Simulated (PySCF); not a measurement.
CH3BrMgO, SMILES C[O][Mg][Br].

Geometry: PBE-D3(BJ)/def2-SVP. The structure was generated by enumeration; whether it is a known compound was not checked. Other conformers were not sampled.

Two levels are set side by side: PBE/def2-TZVPD (PySCF) and CAM-B3LYP/def2-TZVPD (PySCF). Same geometry, gas phase. Differences are taken from unrounded values.

| quantity | CAM-B3LYP | PBE | PBE minus CAM-B3LYP |
|---|---|---|---|
| orbital gap (eV) | 8.06 | 3.63 | -4.44 |
| highest occupied level (eV) | -8.92 | -5.94 | 2.99 |
| lowest empty level (eV) | -0.86 | -2.31 | -1.45 |
| dipole moment (D) | 1.62 | 1.39 | -0.23 |
| mean polarisability (bohr³) | 61.9 | 67.9 | 6.0 |

Without exact exchange PBE keeps part of each electron's self-repulsion, which lifts occupied levels and narrows the gap. PBE's more diffuse valence density responds more strongly to a field. Differences between two approximate levels are no errors against the true value.

Rough cost on one machine, each run with all the roots and properties that it gave: CAM-B3LYP against PBE within a factor of 2.
